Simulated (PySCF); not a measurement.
```xyz
3
charge -1 multiplicity 1, angstrom
Ta    0.0000    0.0000   -0.1556
O     1.4160    0.0000    0.8756
O    -1.4160    0.0000    0.8756
```

Method: PBE0 in PySCF with Ta def2-SVPD with ECP60, O def2-SVPD; scalar-relativistic core potentials, no spin–orbit coupling; density-fitted integrals.

This geometry of TaO₂⁻ is a stationary point at this level.

What is the point group?

C2v.

Is it a minimum?

Yes: all harmonic wavenumbers are real.

Which band is strongest in the infrared?

898 cm⁻¹ (b2), 231 km/mol.

What are the dipole moment and the gap between the highest occupied and lowest empty levels?

2.51 D about the centre of mass and 3.19 eV.

Give the ideal-gas entropy at 298.15 K and 1 bar by parts.

translation 175.7, rotation 92.9, vibration 6.7, spin 0.0; total 275.3 J/(mol K).

This need not be the most stable arrangement of these atoms. The lowest empty level of this anion is unbound, so it and the gap depend on the basis. With an element this heavy the missing spin–orbit coupling can shift these numbers.
